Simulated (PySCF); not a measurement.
**How the method changes the constants of BaH**

State: ²Σ⁺ (doublet), unpaired electrons σ ↑. Set-up: PySCF, spin-free X2C with a Gaussian nucleus, basis sets Ba x2c-TZVPPall, H x2c-TZVPPall. De refers to Ba + H in their ground configurations, without counterpoise correction. The functionals are run spin-unrestricted. A positive dipole means Ba(−)H(+).

| Level | Re (Å) | ωe (cm⁻¹) | De (eV) | μ (D) |
| --- | --- | --- | --- | --- |
| UHF | 2.306 | 1127 | 1.69 | -3.09 |
| UHF-MP2 | 2.198 | 1136 | 1.79 | n/a |
| UHF-SCS-MP2 | 2.216 | 1135 | 1.87 | n/a |
| UHF-CCSD | 2.223 | 1118 | 2.03 | n/a |
| UHF-CCSD(T) | 2.217 | 1118 | 1.98 | n/a |
| PBE | 2.215 | 1165 | 2.21 | -3.41 |
| revPBE | 2.222 | 1155 | 2.25 | -3.38 |
| BLYP | 2.238 | 1138 | 2.19 | -3.64 |
| r²SCAN | 2.218 | 1181 | 2.50 | -3.53 |
| PBE0 | 2.215 | 1185 | 2.20 | -3.42 |
| r²SCAN0 | 2.219 | 1190 | 2.38 | -3.56 |
| B97-3 | 2.239 | 1129 | 2.01 | -3.31 |
| ωB97X | 2.247 | 1154 | 1.91 | -3.46 |

(1) Which functional lies closest to UHF-CCSD(T) in De, which farthest, and by how much do they differ from it?

(2) What does second-order correlation do here, going from UHF to UHF-MP2?

(3) What does the triples do here, going from UHF-CCSD to UHF-CCSD(T)?

Correlated steps freeze 18 core orbitals. Spin–orbit coupling is left out. The state is the lowest determinant that a PBE0 search found; another state may lie lower at other levels.

The whole job (state search and all levels along the bond) took about 14 min on 2 threads of Arm Neoverse V2 (shared host), peak memory 3.2 GiB.

## Answers

(1) Closest is B97-3 (+2.2 pm in Re, +1.0 % in ωe, +0.03 eV in De against UHF-CCSD(T) in the same basis), farthest r²SCAN (+0.1 pm in Re, +5.6 % in ωe, +0.52 eV in De). CCSD(T) converges more slowly with the basis than the functionals do and binds too weakly in this one, so the order can change at the basis-set limit.

(2) UHF-MP2 less UHF: -10.8 pm in Re, +0.8 % in ωe, +0.10 eV in De. Correlation nearly always deepens the well. The bond shortens, as in weak, metallic or heavy-atom bonds, where dispersion and the correlation of outer-core electrons pull the atoms together.

(3) UHF-CCSD(T) less UHF-CCSD: -0.6 pm in Re, +0.0 % in ωe, -0.05 eV in De. The bond shortens, as in weak, metallic or heavy-atom bonds, where dispersion and the correlation of outer-core electrons pull the atoms together.
